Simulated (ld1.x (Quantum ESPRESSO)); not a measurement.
**Which change was made? (Cl, TM)**

| Property | Result |
| --- | --- |
| Element | chlorine |
| Generator | ld1.x (Quantum ESPRESSO) 7.5 |
| Type | norm-conserving Troullier–Martins (Kleinman–Bylander form) |
| Functional | PBE |
| Relativity | non-relativistic |
| Frozen core | [Ne] |
| Valence charge | 7 |
| Reference configuration | 3s2 3p5 |
| Partial waves | 3p (bound): rc 1.25 bohr; 3d channel at 0.05 Ry: rc 1.20 bohr; 3s (bound): rc 1.30 bohr |
| Local potential | the s channel |
| Core correction | none |

Cutoffs, loose and tight: the cutoffs (Ry, on a coarse ladder) from which the occupation-weighted sum of valence levels, in a spherical-Bessel basis at the reference potential, stays within 10 and 1 mRy of its value at 400 Ry. They do not see the model core or the augmentation charge, which bear on the density cutoff. Test errors are all-electron minus pseudo excitation energies from the reference, over the configurations 3s2 3p4; 3s2 3p3; 3s2 3p2; 3s2 3p4.5; 3s1 3p6; 3s2 3p5.3; 3s1 3p5; variants that change the core or the reference have their own tests.

The base gives: outcome: generated; cutoff, loose: 55 Ry; cutoff, tight: 80 Ry; bound ghosts: none; largest test error (meV): +72.

After one change the result is: outcome: generated; cutoff, loose: 70 Ry; cutoff, tight: 140 Ry; bound ghosts: none; largest test error (meV): +70. Which change was it?
A. all radii scaled by about 1.23 (s 1.60, p 1.54, d 1.48 bohr)
B. all radii scaled by about 1.38 (s 1.80, p 1.72, d 1.66 bohr)
C. all radii scaled by about 0.93 (s 1.22, p 1.16, d 1.12 bohr)

C. The others give: all radii scaled by about 1.23 (s 1.60, p 1.54, d 1.48 bohr) → outcome: generated; cutoff, loose: 40 Ry; cutoff, tight: 60 Ry; bound ghosts: none; largest test error (meV): +112 | all radii scaled by about 1.38 (s 1.80, p 1.72, d 1.66 bohr) → outcome: generated; cutoff, loose: 30 Ry; cutoff, tight: 50 Ry; bound ghosts: none; largest test error (meV): +173.
